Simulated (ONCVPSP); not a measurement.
**Before and after: ONCV potential for tin (Sn)**

tin (Sn), optimised norm-conserving Vanderbilt (ONCV), made with ONCVPSP 4.0.1 (PBE, scalar-relativistic). Core [Kr], reference 4d10 5s1.75 5p2.25. Waves: 5s: rc 1.70 bohr, ncon 4, nbas 8, qcut 3.2 1/bohr, 1 projector; 5p: rc 2.20 bohr, ncon 3, nbas 8, qcut 4.4 1/bohr, 1 projector; 4d: rc 1.15 bohr, ncon 4, nbas 8, qcut 9.3 1/bohr, 2 projectors, debl 3.6 Ha. Local part: polynomial inside 0.75 bohr (lpopt 5, dvloc0 1 Ha). Core correction: none.

Change: p: qcut 3.7.

Cutoffs: the cutoffs (Ha) at which the residual kinetic energy of the hardest occupied pseudo-wave falls to 1 and 0.1 mHa per electron; they do not see the model core or the augmentation charge, which bear on the density cutoff. Errors are all-electron minus pseudo energies relative to the spin-unpolarised reference configuration.

Problem. Predict the effect on cutoff, ghosts and configuration errors.

Solution. The potential gets neither clearly harder nor softer (41 Ha and 99 Ha → 41 Ha and 99 Ha); both files keep a bound ghost (p, s); of the 4 tests that both files solve, the error grows in 1 and shrinks in 2 by more than 15 % and 0.3 meV (median size 1.7 → 1.7 meV).

| quantity | base | changed |
| --- | --- | --- |
| cutoff, loose | 41 Ha | 41 Ha |
| cutoff, tight | 99 Ha | 99 Ha |
| loose cutoff by channel | s 10 Ha, p 5.7 Ha, d 41 Ha | s 10 Ha, p 5.0 Ha, d 41 Ha |
| bound ghosts | s, p | s, p |
| GHOST(+) flags under 300 eV | none | none |
| error for 4d10 5s2 5p2, meV [ΔE -1.72 eV] | +0.1 | +0.3 |
| error for 4d10 5s2 5p1, meV [ΔE 5.15 eV] | -1.6 | -0.7 |
| error for 4d10 5s2 5p0, meV [ΔE 19.11 eV] | -8.5 | -7.1 |
| error for 4d10 5s1 5p2, meV [ΔE 12.80 eV] | +1.8 | +2.7 |
| s: phases at 1.73 bohr within 0.05 rad from the reference energy up to (Ha; the scan ends near 5) | to the end of the scan | to the end of the scan |
| p: phases at 2.23 bohr within 0.05 rad from the reference energy up to (Ha; the scan ends near 5) | 1.1 | 1.0 |
| d: phases at 1.16 bohr within 0.05 rad from the reference energy up to (Ha; the scan ends near 5) | to the end of the scan | to the end of the scan |

 A true bound ghost makes a file unfit for plane-wave use even where its test errors are small: the radial tests pick states by their node count and pass the ghost by.
